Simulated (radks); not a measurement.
Values are calculated unless marked as measured or tabulated.
Q: Ionisation of La+, [Xe] 5d2, to La2+, [Xe] 5d1, under several functionals. Dirac Kohn-Sham, spin-unpolarised, spherical densities, point nucleus; open shells are shared between the two j in proportion to 2j + 1; a radial shooting solver on a logarithmic mesh with Libxc functionals. The NIST Atomic Spectra Database gives 11.185 eV (measured). Rank these functionals by the error of their Delta-SCF ionisation energy: BP86; LDA (Slater exchange, VWN5 correlation); PW91; XLYP; LDA (Slater exchange, Perdew-Wang correlation); exchange-only LDA; LDA (Slater exchange, Perdew-Zunger correlation); PBE.

A: From best to worst: LDA (Slater exchange, Perdew-Zunger correlation) 11.001 eV (-0.184); LDA (Slater exchange, VWN5 correlation) 10.997 eV (-0.188); LDA (Slater exchange, Perdew-Wang correlation) 10.996 eV (-0.189); BP86 10.908 eV (-0.277); PW91 10.852 eV (-0.333); PBE 10.814 eV (-0.371); XLYP 10.777 eV (-0.408); exchange-only LDA 9.883 eV (-1.302). Spin polarisation and multiplet splitting are left out, so open shells lie too high by an amount that depends on their filling. Sharing an open shell by 2j + 1 raises it above the true ground level by a part of the spin-orbit splitting, which enters the differences from NIST.

Beside tabulated values, note that spin-unpolarised runs miss the spin-polarisation part of the exchange energy of open shells.
